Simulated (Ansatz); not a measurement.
Basis-set series for `[O]=[Nb]([OH])([F])[F]`. Charge 0, multiplicity 1. Nb: def2 effective core potential. The geometry is a stationary point of PBE0-D4/def2-TZVP. It is one conformer, not always the lowest.

Cartesian coordinates in Å:
```
O -1.696 0.357 0.359
Nb -0.010 0.297 0.329
O 0.504 -0.917 -1.008
F 0.634 2.003 -0.066
F 0.589 -0.290 1.997
H -0.020 -1.449 -1.610
```

```csv
functional,basis,functions,energy (Eh),HOMO (eV),LUMO (eV)
PBE0-D4,def2-TZVPP,194,-407.79052,-10.18,-1.70
PBE0-D4,def2-QZVPP,339,-407.81282,-10.20,-1.72
ωB97M-V,def2-TZVPP,194,-407.97159,-12.61,0.40
ωB97M-V,def2-QZVPP,339,-407.99284,-12.64,0.16
```

Give the rows for def2-SVP. (Estimate.)

Ansatz gave: 
| functional | basis | functions | energy (Eh) | HOMO (eV) | LUMO (eV) |
| --- | --- | --- | --- | --- | --- |
| PBE0-D4 | def2-SVP | 92 | -407.33924 | -10.15 | -1.70 |
| ωB97M-V | def2-SVP | 92 | -407.51103 | -12.58 | 0.52 |

Positive LUMOs are unbound and depend on the basis.
